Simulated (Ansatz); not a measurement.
Two isomers of CH6OS2Si: A = `CSS[SiH2]O`, B = `SCO[SiH2]S`.

Isolated molecules relaxed with PBE0-D4/def2-TZVP in Ansatz; ΔE leaves out vibrations. CBS: MP2 limit from def2 TZ/QZ plus the TZ coupled-cluster correction, frozen cores. Functionals use def2-TZVPP. B3LYP here is the variant with VWN-RPA as its local correlation; programs differ in this. One conformer a species, not always the lowest.

(1) Which isomer does CCSD(T)/CBS put lower? Give the gap. (An estimate is asked.)

(2) Give E(B) − E(A) in kcal/mol with B3LYP-D4, ωB97M-V, PBE0-D4, r2SCAN-D4, MP2/def2-TZVPP, CCSD(T)/def2-TZVPP, CCSD/def2-TZVPP. (Best estimate.)

Largest T1 diagnostic: 0.012.

Answers

(1) The calculation gave: A, by 14.4 kcal/mol.

(2) Ansatz gave: B3LYP-D4 13.5, ωB97M-V 13.6, PBE0-D4 14.7, r2SCAN-D4 14.5, MP2/def2-TZVPP 14.3, CCSD(T)/def2-TZVPP 12.1, CCSD/def2-TZVPP 11.5. None reverses the order clearly.

In def2-TZVPP, CCSD(T) changes the Hartree–Fock value by +1.8 kcal/mol (the triples alone add +0.6 kcal/mol) and MP2 by +3.9 kcal/mol.
